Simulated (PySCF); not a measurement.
C7H16Ge.
Atom-mapped SMILES: `[CH3:1][CH2:2][CH2:3][C@H:4]1[CH2:5][CH2:6][CH2:7][GeH2:8]1`

Method: PySCF 2.14.0, delta-SCF UKS SCAN, pcX-2 on the ionised atom, pcseg-1 elsewhere, spin-free X2C. Each binding energy is the total energy of the core-ionised species, with the hole localised on one atom, minus that of the ground state; both are solved self-consistently, so orbital relaxation is included.

Some binding energies are withheld.

| atom(s) | bonded to | level | binding energy (eV) |
| --- | --- | --- | --- |
| C1 | C and 3 H | C 1s | 290.44 |
| C2 | 2 C and 2 H | C 1s | 290.34 |
| C3 | 2 C and 2 H | C 1s | ? |
| C4 | 2 C, H and Ge | C 1s | ? |
| C5 | 2 C and 2 H | C 1s | ? |
| C6 | 2 C and 2 H | C 1s | 290.38 |
| C7 | C, 2 H and Ge | C 1s | 289.84 |

Task: What is the C 1s binding energy of C5?

Result: 290.27 eV (ring CH2 carbon). The nearest listed C 1s value is that of C2; the shift against it is -0.07 eV.

Task: Fill in C 1s for C3.

Result: 290.23 eV (chain CH2 carbon). The nearest listed C 1s value is that of C2; the shift against it is -0.11 eV.

Task: Fill in C 1s for C4.

Result: 289.76 eV (sp3 carbon bound to germanium). The nearest listed C 1s value is that of C7; the shift against it is -0.08 eV.

Lowest listed C 1s: C4, bonded to 2 C, H and Ge. Highest, 0.68 eV above it: C1, bonded to C and 3 H. Summing the Pauling electronegativity differences to the bonded atoms, each weighted by its formal bond order, gives -0.89 for the lowest site and -1.05 for the highest; the largest sum, -0.70, belongs to C6, 0.06 eV below the top. The smallest sum, -1.24, belongs to C7, 0.08 eV above the lowest. The values 290.23 and 290.27 eV; the values 290.34 and 290.38 eV lie too close for their order to be trusted.

Task: Which photon wavelength matches the C 1s of C2 threshold?

Result: λ = hc/E = 12398.42 eV Å / 290.34 eV = 42.703 Å.

No level of germanium is listed. The structure is a single PBE0-D3(BJ)/def2-SVP conformer in the gas phase; no vibrational or solvent corrections.
